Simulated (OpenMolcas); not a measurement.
## N I: Slater's ratio, thermal populations, worked from levels

```yaml
Program: OpenMolcas 26.06
Basis: ANO-RCC-VQZP [5s4p3d2f1g]
Scalar_Hamiltonian: DKH2, point nucleus
Active_space: 3 electrons in 3 orbitals (2p)
State_averaging: 2S+1 = 4 odd, 1 root; 2S+1 = 2 odd, 8 roots
Spin-orbit_coupling: RASSI with atomic mean-field integrals over the reference wave functions, term energies averaged over their components
```

Methods: CASSCF; SS-CASPT2, IPEA 0.25 Eh, imaginary shift 0.1 Eh (closed shells correlated: 1s 2s). Measured levels: NIST Handbook of Basic Atomic Spectroscopic Data.

**Slater's ratio.** With one set of orbitals, p3 has 2D* - 4S* = 9 F2 and 2P* - 2D* = 6 F2 (F2 = F²/25), a ratio of 2/3. Term energies are centres of gravity, weighted by 2J + 1.

```csv
Source,2D* - 4S*,2P* - 4S*,F2 from the first,Ratio
CASSCF,23011,37994,2557,0.651
SS-CASPT2,19215,30647,2135,0.595
measured,19228,28839,2136,0.500
```

Energies in cm-1. A ratio away from 2/3 shows effects beyond one configuration with one set of orbitals, and in heavier atoms second-order spin-orbit shifts.

**Thermal populations.** Z = Σ (2J + 1) exp(-E/kT) with k = 0.695035 cm-1/K, over the levels below. No other level of either list lies under 83200 cm-1, which is above 7 kT at each temperature.

```csv
Level,2J + 1,SS-CASPT2,measured
2s2 2p3 4S* 3/2,4,0.0,0.0
2s2 2p3 2D* 3/2,4,19210,19233
2s2 2p3 2D* 5/2,6,19220,19224
2s2 2p3 2P* 1/2,2,30650,28839
2s2 2p3 2P* 3/2,4,30650,28839
```

| T (K) | Z, SS-CASPT2 | Z, measured levels | Ground level (%), SS-CASPT2 | Ground level (%), measured levels |
| --- | --- | --- | --- | --- |
| 8000 | 4.340 | 4.348 | 92.2 | 92.0 |
| 12000 | 5.151 | 5.186 | 77.7 | 77.1 |

At 12000 K, kT = 8340 cm-1, and the computed levels give Z = 4.000 + 0.400 + 0.599 + 0.051 + 0.101 = 5.151.

CASPT2 does not keep the components of a term degenerate, so their means are used; among the terms shown or strongly mixed into the levels shown the widest spread is 160 cm-1 (2s2 2p3 2D*, SS-CASPT2). With the s shell closed, the reference lacks s² → p² mixing. Without dynamic correlation excited terms often stand tens of per cent too high (terms of higher spin than the ground term too low), and those without a measured partner can miss by more than the paired ones (holds for CASSCF). Measured partners are found by configuration, term and J. A level has none where our copy of the source lacks it or the pairing is in doubt (some pairs that miss far off the trend of their configuration count as doubtful), and it then counts in no deviation. Levels of configurations outside the active space are missing.

* marks odd parity.
